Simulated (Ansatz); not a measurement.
Born–Oppenheimer molecular dynamics of FH$_{2}$ISn (5 atoms, charge 0, multiplicity 1). It goes on from the last frame of an earlier run, with new velocities.

Computed with RKS PBE0-D4/def2-SVP in Ansatz.

```
ensemble        : NVT, Nosé–Hoover chain
time step       : 0.5 fs
steps asked     : 150
set temperature : 1000 K
thermostat      : time constant 100 fs, chain length 3 (defaults)
seed            : 419401
```

First frame:

```xyz
5
Properties=species:S:1:pos:R:3
F -1.180 0.263 1.483
Sn -0.146 0.145 -0.061
I 1.981 -1.641 -0.077
H -1.320 -0.439 -1.404
H 0.466 1.875 -0.387
```

(1) How far do the bonds stretch over the last three quarters of this one trajectory? (Pairs bonded in most of those frames.)

Answers

(1) 
| bond | mean (Å) | spread (Å) | shortest | longest |
| --- | --- | --- | --- | --- |
| F1–Sn2 | 1.958 | 0.075 | 1.84 | 2.05 |
| Sn2–I3 | 2.760 | 0.051 | 2.65 | 2.81 |
| Sn2–H4 | 1.721 | 0.090 | 1.58 | 1.85 |
| Sn2–H5 | 1.780 | 0.176 | 1.50 | 2.01 |

Mean temperature of the second half: 1150 K. The conserved energy stayed within 0.65 meV per atom of its start (net change 0.2 meV per atom), so the integration is sound. The mean temperature of the second half is 15 % above the set value. A run of 0.075 ps of so small a system gives no equilibrium averages.

Time of the run: 5.6 min on 1 thread of Intel(R) Xeon(R) 6975P-C (Granite Rapids), on a shared host, peak memory 0.19 GiB.
